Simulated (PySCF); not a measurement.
# A single-point calculation

TaOF3 (singlet). PySCF 2.14.0, RKS CAM-B3LYP, Ta def2-SVP with ECP60, O def2-SVP, F def2-SVP; non-relativistic Hamiltonian with scalar-relativistic core potentials where named; density fitting; no spin-orbit coupling. Purpose: singlet excitations, Tamm-Dancoff CAM-B3LYP.

```python
mol = gto.M(atom='''
Ta    -0.08448    -0.00000    -0.03438
O      1.31447    -0.00000    -1.03208
F      0.02461     1.55414     1.01223
F     -1.55938    -0.00000    -1.19681
F      0.02461    -1.55414     1.01223''',
    basis={'Ta': 'def2-SVP', 'O': 'def2-SVP', 'F': 'def2-SVP'},
    ecp={'Ta': 'def2-SVP'},
    charge=0, spin=0)
mf = dft.RKS(mol, xc='CAMB3LYP')
mf.grids.atom_grid = (50, 194)
mf = mf.density_fit()  # fitting sets: Ta def2-universal-JKFIT, O def2-universal-JKFIT, F def2-universal-JKFIT
mf.conv_tol = 1e-08; mf.max_cycle = 55
mf.kernel(dm0)  # dm0: converged density of the relaxed state
td = mf.TDA(); td.nstates = 8; td.kernel()
```

Run from Python with OMP_NUM_THREADS=2; the lines above give its settings. Where DIIS fails, smearing, a level shift and second-order steps follow.
It took 21 s on 2 threads of Arm Neoverse V2, on a shared host, from an already converged density.

Problem. Where do the frontier levels lie, over both spins?

Solution. HOMO -11.66 eV, LUMO -0.53 eV. 

Problem. What are the Mulliken charges and spins?

Solution. 
```
atom  charge (e)  spin (e)
 Ta1       1.300     0.000
  O2      -0.322     0.000
  F3      -0.326     0.000
  F4      -0.327     0.000
  F5      -0.326     0.000
```

Problem. Which singlet excitations follow (Tamm-Dancoff, 8 states)?

Solution. 
```
state    eV  oscillator strength
    1  6.54               0.0000
    2  6.77               0.0022
    3  6.77               0.0027
    4  7.09               0.0001
    5  7.09               0.0001
    6  7.18               0.0163
    7  7.98               0.0093
    8  8.00               0.0250
```

The geometry was relaxed with r2SCAN (Ta def2-SVP with ECP60, O def2-SVP, F def2-SVP).
